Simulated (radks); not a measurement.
Coherent X-ray form factor from a spherical all-electron density. Method: scalar-relativistic Kohn-Sham, LDA (Slater exchange, Perdew-Wang correlation), spin-polarised, spherical densities, finite nucleus; Fermi nuclear charge, rms radius of each element as measured or else 0.836 A^(1/3) + 0.57 fm; computed with a radial shooting solver on a logarithmic mesh with Libxc functionals.

sin(theta)/lambda (1/angstrom),f0 (electrons)
0.05,75.317
0.1,73.380
0.15,70.479
0.2,66.983
0.25,63.241
0.3,59.515
0.4,52.685
0.5,46.944
0.6,42.160
0.8,34.504
1,28.479
1.25,22.778
1.5,18.913
2,14.700

The species is in the configuration that NIST lists as its ground one. Which atom or ion scatters so?

Answer. The gold ion Au3+, [Xe] 4f14 5d8. Extrapolating in s^2 from the first two rows gives f0(0) = 76.0, near the electron count 76; among species with that count, the fall with angle is slower the higher Z, and the table is that of Z = 79; from so few rows the species is fixed only to a neighbour or two.
